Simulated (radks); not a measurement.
Values are calculated unless marked as measured or tabulated.
Problem. Neutral gadolinium: order these configurations by energy. Code: a radial shooting solver on a logarithmic mesh with Libxc functionals. Model: scalar-relativistic Kohn-Sham, LDA (Slater exchange, Perdew-Wang correlation), spin-polarised, spherical densities, finite nucleus; Fermi nuclear charge, rms radius of each element as measured or else 0.836 A^(1/3) + 0.57 fm. Open shells are filled with parallel spins first. [Xe] 4f7 5d1 6s1 6p1; [Xe] 4f7 5d1 6s2; [Xe] 4f7 5d2 6s1; [Xe] 4f7 6s2 6p1; [Xe] 4f8 6s1 6p1; [Xe] 4f8 6s2.

Solution. From the lowest, in eV above it: [Xe] 4f8 6s2 0.000; [Xe] 4f7 5d1 6s2 0.471; [Xe] 4f7 5d2 6s1 1.143; [Xe] 4f8 6s1 6p1 2.070; [Xe] 4f7 5d1 6s1 6p1 2.529; [Xe] 4f7 6s2 6p1 2.655.
